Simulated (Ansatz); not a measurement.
Ansatz results at the PBE0-D4/def2-TZVP geometry: HOMO energy (B3LYP/def2-TZVPP) -7.25 eV; HOMO–LUMO gap (PBE0/def2-TZVPP) 7.30 eV; LUMO energy (B3LYP/def2-TZVPP) -0.47 eV.

Each molecule was computed in one conformer, which needn't be the lowest.

**Question.** Which molecule gave them?
A. `C=C=C[SiH2][SiH3]`
B. `C=C([SiH3])OC`
C. `OBCCO`
D. `F[SiH]([SeH])O[SiH3]`

**Answer.** D. The others give `OBCCO`: -7.47, 7.61, -0.37; `C=C([SiH3])OC`: -6.69, 7.05, -0.07; `C=C=C[SiH2][SiH3]`: -7.21, 6.99, -0.62.

B3LYP here is the variant with VWN-RPA as its local correlation; programs differ in this.
